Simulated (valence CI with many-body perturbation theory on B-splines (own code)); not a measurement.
# Sm²⁸⁺: magnetic and hyperfine properties of the levels

Computed by valence CI with perturbative core correlation (CI+MBPT): six valence electrons over a frozen Dirac-Fock core [Ar] 3d10, radial functions for each j: 9 s, 9 p, 8 d, 6 f, 3 g, 1 h, with the one-electron correlation potential Σ1 (screened to all orders), the two-electron term Σ2, the three-electron term Σ3, Breit, model QED; selected single and double excitations, second order for the rest, scaled by the run's own slope (own B-spline code, finite nucleus).

The last digits are not significant, and no measured levels were compared; by estimate large intervals hold to a few tenths of a per cent, small ones and those within an open d or f shell to about a per cent. Among the levels kept, up to 640 cm⁻¹ of a level comes from second order outside the variational space, and about a tenth of that is noise between levels of different J, which matters for small intervals.

A/g_I is the dipole constant over the nuclear g factor μ/I (μ in nuclear magnetons, uniformly magnetised nucleus), B/Q the quadrupole constant per barn. Both hold the static response of the core; the bare values leave it out. Large factors of s and p1/2 electrons are usually good to 5 to 10 %; those of open d and f shells near neutrality can be off by tens of per cent, and small factors of p3/2, d and f electrons come from cancelling terms and can be off by a factor of two or in sign, in half-filled shells by more. B is blank for J = 1/2, where it vanishes, and for nearly pure S terms. Energies count from the lowest level. Levels with J = 0 are left out.

Levels are named by their leading jj configuration (3d3/2^4 stands for four electrons in 3d with j = 3/2), which in mixed levels can hold well under half, so a name can repeat and another be missing. Letters in brackets count levels of one name in rising energy.

```
                             Level  E (eV)      g  A/g_I (MHz)  A/g_I bare  B/Q (MHz/b)  B/Q bare
        (4s^2 4p1/2^2 4p3/2^2) J=2    0.00  1.361        25600       24400        10200      9770
          (4s^2 4p1/2 4p3/2^3) J=1   34.04  1.499       -13600      -13300       -25100    -24100
          (4s^2 4p1/2 4p3/2^3) J=2   37.56  1.135        66400       63800       -60600    -58100
          (4s 4p1/2^2 4p3/2^3) J=2  102.11  1.487       140000      135000       -42500    -40700
(4s^2 4p1/2^2 4p3/2 4d3/2) J=1 [a]  107.35  1.225       -38400      -36900        -8480     -8140
    (4s^2 4p1/2^2 4p3/2 4d3/2) J=2  111.47  1.032        21900       21100        -6710     -6420
    (4s^2 4p1/2^2 4p3/2 4d3/2) J=3  113.23  1.184        17000       16400        36000     34600
(4s^2 4p1/2^2 4p3/2 4d3/2) J=1 [b]  118.80  1.323       -23800      -22700       -16500    -15900
    (4s^2 4p1/2^2 4p3/2 4d5/2) J=4  119.44  1.298        11400       11100        41800     40200
    (4s^2 4p1/2^2 4p3/2 4d5/2) J=2  124.27  1.307        20000       19500       -29500    -28300
    (4s^2 4p1/2^2 4p3/2 4d5/2) J=3  128.52  1.124        11900       11600        19200     18500
    (4s^2 4p1/2^2 4p3/2 4d5/2) J=1  132.75  0.876        -2780       -2080         5920      5710
(4s^2 4p1/2 4p3/2^2 4d3/2) J=1 [a]  139.70  1.158       170000      163000        -9720     -9330
(4s^2 4p1/2 4p3/2^2 4d3/2) J=2 [a]  142.24  1.019        39500       38100       -33000    -31700
(4s^2 4p1/2 4p3/2^2 4d3/2) J=3 [a]  144.64  1.119        38600       37300       -12800    -12300
(4s^2 4p1/2 4p3/2^2 4d3/2) J=1 [b]  145.27  0.841       130000      125000       -13000    -12500
    (4s^2 4p1/2 4p3/2^2 4d3/2) J=4  148.21  1.091        39000       37600         5930      5790
(4s^2 4p1/2 4p3/2^2 4d5/2) J=3 [a]  149.31  1.321        -6060       -5710        12400     12000
(4s^2 4p1/2 4p3/2^2 4d5/2) J=4 [a]  150.33  1.267         1350        1430        31700     30500
(4s^2 4p1/2 4p3/2^2 4d3/2) J=2 [b]  152.15  0.872        49800       48200        25700     24800
(4s^2 4p1/2 4p3/2^2 4d5/2) J=4 [b]  154.19  1.165        33500       32300        -4280     -4030
    (4s^2 4p1/2 4p3/2^2 4d5/2) J=5  155.51  1.198        31400       30300        10500     10100
(4s^2 4p1/2 4p3/2^2 4d3/2) J=1 [c]  157.62  1.324        42800       41300        10400      9960
(4s^2 4p1/2 4p3/2^2 4d3/2) J=2 [c]  159.48  1.304        30100       29000        10100      9640
(4s^2 4p1/2 4p3/2^2 4d3/2) J=3 [b]  160.96  1.198         9100        8820         1920      1920
(4s^2 4p1/2 4p3/2^2 4d5/2) J=2 [a]  161.40  1.250       -20300      -19200        39800     38200
(4s^2 4p1/2 4p3/2^2 4d3/2) J=1 [d]  163.66  1.188        15900       15300       -20500    -19600
(4s^2 4p1/2 4p3/2^2 4d5/2) J=3 [b]  163.88  1.135        35300       34200        43600     41900
(4s^2 4p1/2 4p3/2^2 4d5/2) J=2 [b]  166.09  1.061        37600       36400         6360      6120
(4s^2 4p1/2 4p3/2^2 4d3/2) J=1 [e]  167.50  1.304        61000       58900         9030      8690
(4s^2 4p1/2 4p3/2^2 4d5/2) J=3 [c]  168.89  1.046        36500       35200       -21000    -20100
    (4s^2 4p1/2 4p3/2^2 4d5/2) J=1  171.39  1.092        10700       10700         -305      -281
(4s^2 4p1/2 4p3/2^2 4d5/2) J=2 [c]  173.35  1.181          985        1030       -35700    -34200
```

Question: Take the isotope of mass number 149, with I = 7/2, μ = -0.6677 μN and Q = 0.075 b. What is the hyperfine structure of (4s^2 4p1/2 4p3/2^3) J=2?

Answer: From the table A = -12700 MHz, B = -4550 MHz. Shifts from the centre of gravity in MHz: F = 3/2: 112000, F = 5/2: 82100, F = 7/2: 39400, F = 9/2: -17500, F = 11/2: -90000.
